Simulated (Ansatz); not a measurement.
Gas-phase electronic energies from Ansatz, PBE0-D4/def2-TZVP geometries. CCSD(T)/CBS adds triple-zeta CCSD(T) − MP2 to the extrapolated MP2 energy (def2 sets, frozen cores). One conformer a species, not always the lowest.

Reaction (substitution at a C–C bond): `CCC(=O)CC(=O)CC` + `[F][Al]([F])[SH]` → `C[S][Al]([F])[F]` + `CCC(=O)CC(C)=O`

| level | ΔE (eV) |
| --- | --- |
| HF/def2-TZVPP | 0.24 |
| HF/def2-QZVPP | 0.23 |

(1) What does CCSD(T)/CBS give? (Best estimate.)

Largest T1 diagnostic among the species: 0.014.

Answers

(1) Computed: +0.24 eV. The listed levels differ from it by 0.00, -0.01 eV.
